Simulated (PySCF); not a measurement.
Species: C4H5F3.
Atom-mapped SMILES: `[CH3:1][CH2:2][C:3]([F:4])=[C:5]([F:6])[F:7]` (hydrogens: H8, H9, H10 on C1; H11, H12 on C2)

Geometry (PBE0-D3(BJ)/def2-SVP, Å), atoms numbered from 1 in this order:
```xyz
12
C4H5F3 angstrom
C     -1.552    0.432   -0.341
C     -0.145   -0.011   -0.729
C      0.610   -0.580    0.415
F      0.042   -1.630    1.022
C      1.771   -0.138    0.895
F      2.405   -0.664    1.912
F      2.420    0.886    0.386
H     -2.102    0.801   -1.218
H     -1.521    1.237    0.409
H     -2.121   -0.406    0.088
H     -0.202   -0.780   -1.521
H      0.432    0.827   -1.146
```

Jobs on this species (12 atoms, 56 electrons) with PySCF (density fitting). Hardware of each: one thread, Arm Neoverse N1 (aarch64), no GPU, shared host. The host was shared with other jobs, so the times are rough. Peak memory is the resident size of the whole Python process, interpreter and libraries included.

```csv
level and settings,work,basis functions,SCF cycles,wall time,peak memory
"delta-SCF UKS SCAN, def2-TZVP on the ionised atom, pcseg-1 elsewhere, spin-free X2C","ΔSCF core ionisation, 7 holes",140,?,?,?
"delta-SCF UKS HF, pcX-2 on the ionised atom, pcseg-1 elsewhere, spin-free X2C","ΔSCF core ionisation, 7 holes",154,?,?,?
"delta-SCF UKS PBE0, pcX-2 on the ionised atom, pcseg-1 elsewhere, spin-free X2C","ΔSCF core ionisation, 7 holes",154,111,1.8 min,0.60 GiB
"delta-SCF UKS SCAN, pcX-2 on the ionised atom, pcseg-1 elsewhere, spin-free X2C","ΔSCF core ionisation, 7 holes",154,129,89 s,0.53 GiB
"PBE0-D3(BJ)/def2-SVP, grid level 1",geometry optimisation from a GFN2-xTB start shaken at random,123,67,93 s,0.51 GiB
"delta-SCF UKS PBE, pcX-2 on the ionised atom, pcseg-1 elsewhere, spin-free X2C","ΔSCF core ionisation, 7 holes",154,125,58 s,0.60 GiB
"delta-SCF UKS B3LYP, pcX-2 on the ionised atom, pcseg-1 elsewhere, spin-free X2C","ΔSCF core ionisation, 7 holes",154,112,1.9 min,0.60 GiB
"delta-SCF UKS SCAN, pcX-2 on the ionised atom, pcseg-1 elsewhere, non-relativistic","ΔSCF core ionisation, 7 holes",154,129,84 s,0.60 GiB
"delta-SCF UKS SCAN, pcX-1 on the ionised atom, pcseg-1 elsewhere, spin-free X2C","ΔSCF core ionisation, 7 holes",133,125,74 s,0.51 GiB
```

Fill in the missing figures.

- delta-SCF UKS SCAN, def2-TZVP on the ionised atom, pcseg-1 elsewhere, spin-free X2C; ΔSCF core ionisation, 7 holes: 81 s, 0.51 GiB, 126 SCF cycles
- delta-SCF UKS HF, pcX-2 on the ionised atom, pcseg-1 elsewhere, spin-free X2C; ΔSCF core ionisation, 7 holes: 73 s, 0.51 GiB, 127 SCF cycles

What do all jobs in the table cost together?

About 13 min; the longest takes about 15 % of that, and about 2 times as long as the shortest.
